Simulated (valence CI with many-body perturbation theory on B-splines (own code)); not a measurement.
Rh⁵⁺: key properties

Computed by relativistic CI+MBPT: four valence electrons over a frozen Dirac-Fock core [Kr], a basis of 9 s, 9 p, 10 d, 8 f, 5 g, 3 h, 1 i functions for each j, with the one-electron correlation potential Σ1, the two-electron term Σ2, the three-electron term Σ3, Breit, model QED; selected CI, second order for the rest, scaled by the run's own slope (own B-spline code, finite nucleus).

No measured spectrum was set against this ion. As an estimate, terms of the open shell hold to 2 to 4 % of their energy, and close levels can change places; different configurations can be misplaced against each other by 1,000 to 8,000 cm⁻¹. Core correlation moves these levels by up to 17000 cm⁻¹, and in measured spectra 5 to 20 % of such shifts remained as error; rates that hang on mixing are uncertain with them. Among the levels kept, up to 310 cm⁻¹ of a level comes from second order outside the variational space, and about a tenth of that is noise between levels of different J, which matters for small intervals. Only levels of the ground parity were solved; by the run's estimate the other parity begins above the list, which can be wrong where configurations are misplaced.

Rates and lifetimes use the calculated energies. Strong lines usually hold to 10 to 20 %, long lifetimes can be off by a factor of two.

(1) What is the ground level?

(2) How is the term 5D of the ground level split?

(3) How well does LS coupling describe the low levels?

(4) Name the longest-lived excited levels whose lifetime is computed, and their main decay.

(5) What is the ionisation energy?

Answers

(1) 4d4 5D_0, composition 95 % 4d4 5D + 4 % 4d4 3P.

(2) J = 0 at 0.000, J = 1 at 0.088, J = 2 at 0.227, J = 3 at 0.394, J = 4 at 0.578 eV.

(3) Among the lowest 20 levels the leading LS term, summed over configurations, holds 85 % on average. For single configurations the figures are 84 % in LS and 57 % in jj coupling. Terms mix most in the J = 3 level at 2.744 eV, where the leading one holds 51 %.

(4) 4d4 5D_1 at 0.088 eV lives 53.6 s, mostly by M1 to 4d4 5D_0; 4d4 3H_6 at 2.681 eV lives 28.6 s, mostly by M1 to 4d4 3H_5; 4d4 5D_2 at 0.227 eV lives 12.7 s, mostly by M1 to 4d4 5D_1.

(5) 79.918 eV; NIST lists 80 ± 2 eV (theoretical).
